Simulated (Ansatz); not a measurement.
## Strength of the Si–H bond: C2H7ClSi2 → C2H6ClSi2 + H

Gas-phase species: C2H7ClSi2 `[SiH3]/C=C/[SiH2]Cl`, singlet; C2H6ClSi2 `[SiH2]/C=C/[SiH2]Cl`, doublet; H atom, doublet. The bond broken is the one whose loss leaves C2H6ClSi2 `[SiH2]C=C[SiH2]Cl`, relaxed to its own shape; its unpaired electron may spread away from that site.

Shapes, held fixed at every level: PBE0-D4/def2-TZVP. Flexible molecules stand in one conformer, not always the lowest. Programs: Ansatz 0.2.0. The zero-point and thermal change to 298 K, harmonic and unscaled (PBE0-D4/def2-TZVP), is -19.6 kJ/mol.

Q: Estimate ΔH(298 K) of this reaction.

A: B2PLYP/def2-TZVPP gives ΔH(298 K) = +369.0 kJ/mol; the levels span +286.5 to +382.3. The median of the levels is +360.2. Hartree–Fock misses the correlation of the pair that is broken and comes out low. No measured value is set beside it here. Spin contamination: C2H6ClSi2 (⟨S²⟩ up to 0.91). Open shells run unrestricted.

```csv
level,kind,ΔH(298 K) (kJ/mol)
HF/def2-SVP,Hartree–Fock,+286.5
SPW92/def2-TZVPP,LDA,+382.3
PBE-D4/def2-TZVPP,GGA,+346.0
B3LYP-D4/def2-TZVPP,global hybrid,+366.1
PBE0-D4/def2-TZVPP,global hybrid,+352.6
r2SCAN0-D4/def2-TZVPP,global hybrid,+354.3
wB97M-V/def2-TZVPP,range-separated hybrid,+377.9
B2PLYP/def2-TZVPP,double hybrid,+369.0
```
